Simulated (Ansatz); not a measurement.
The same group exchange along the group Al, Ga, In.

Calculated with Ansatz (gas phase, PBE0-D4/def2-TZVP geometries, no zero-point term in ΔE). CBS: MP2 limit from def2 TZ/QZ plus the TZ coupled-cluster correction, frozen cores. This one scheme is used for every species. DFT in def2-TZVPP. Elements past krypton have def2 core potentials. For Ga, In outer-core shells are correlated without core-valence functions, which leaves a few kJ/mol of doubt a bond. Scalar relativity is left out up to krypton.

| reaction | ωB97X-V (eV) | CCSD(T)/CBS(def2) (eV) |
| --- | --- | --- |
| `C[O][AlH2]` + `C[SiH3]` → `[AlH2][CH2][SiH3]` + CH₃OH | 1.35 | 1.32 |
| `C[O][GaH2]` + `C[SiH3]` → `[SiH3][CH2][GaH2]` + CH₃OH | 0.74 | 0.67 |
| `C[O][InH2]` + `C[SiH3]` → `[SiH3][CH2][InH2]` + CH₃OH | 0.52 | 0.48 |

Largest T1 diagnostic: 0.017, for `C[O][InH2]`.
